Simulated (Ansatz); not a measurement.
```yaml
crystal:
  periodic: [false, false, false]
  atoms:
    - {symbol: F, position_ang: [-1.215657, 0.247826, 0.632744]}
    - {symbol: C, position_ang: [-0.004724, 0.492673, 0.221498]}
    - {symbol: Se, position_ang: [0.221438, 2.174049, 0.884286]}
    - {symbol: C, position_ang: [0.619174, -0.286826, -0.703320]}
    - {symbol: Te, position_ang: [0.003121, -2.048016, -1.487546]}
    - {symbol: H, position_ang: [0.160573, 1.910014, 1.904766]}
    - {symbol: H, position_ang: [1.663533, 0.173098, -1.030050]}
    - {symbol: H, position_ang: [-1.512364, -1.940658, -0.754456]}
basis:
  gaussian: {orbitals: def2-SVPD}
total_charge: 1
magnetization: {spin_polarized: false, initial_magnetization: 1}
hamiltonian: {xc: {name: PBEsol}}
output: {forces: true}
```

```sh
$ ansatz run in.yaml --threads 4 --pin off --events-out ev --progress --plain --max-ram 10444MiB
```

Shortened log:

```
Functional definition: PBEsol
1546 factors; their error is unknown
mean field evaluation 1: about -77346.2225 eV, gradient 9.5e1 eV
mean field evaluation 2: about -76822.8879 eV, gradient 3.4e2 eV
mean field evaluation 4: about -77354.7288 eV, gradient 9.4e1 eV
mean field evaluation 8: about -77374.3460 eV, gradient 2.0e0 eV
mean field evaluation 16: about -77374.3146 eV, gradient 4.9e-3 eV
mean field -77374.31457566 eV, -2843.4536144614 hartree, gradient 1.4e-5 eV, S^2 0.750000; 3 other end points of the search recorded, 0 dependent functions left out
reference -77374.31464313 eV, -2843.4536169407 hartree; 41, 40 occupied and 122, 123 virtual orbitals, 1546 factors
Total energy: -77374.31464313 eV, -2843.4536169407 hartree
Atom 0 at    -1.215657     0.247826     0.632744 Å, force    -1.979761    -2.404189     0.547820 eV/Å
Atom 1 at    -0.004724     0.492673     0.221498 Å, force    -0.627359     0.028870    -0.551292 eV/Å
Atom 2 at     0.221438     2.174049     0.884286 Å, force     3.999934     9.367294   -26.526987 eV/Å
Atom 3 at     0.619174    -0.286826    -0.703320 Å, force     2.676392     1.785030    -0.330142 eV/Å
Atom 4 at     0.003121    -2.048016    -1.487546 Å, force    -0.194654    -0.371323    -0.190772 eV/Å
Atom 5 at     0.160573     1.910014     1.904766 Å, force    -2.163584    -7.224389    26.601746 eV/Å
Atom 6 at     1.663533     0.173098    -1.030050 Å, force    -1.759783    -1.175067     0.427685 eV/Å
Atom 7 at    -1.512364    -1.940658    -0.754456 Å, force     0.048816    -0.006226     0.021942 eV/Å
Dipole moment:     0.100049    -0.212674    -0.050116 e Å
```

It took 4.4 s on 4 threads of an Intel Xeon Platinum 8488C on a shared host, with 0.47 GiB of host memory at the peak.
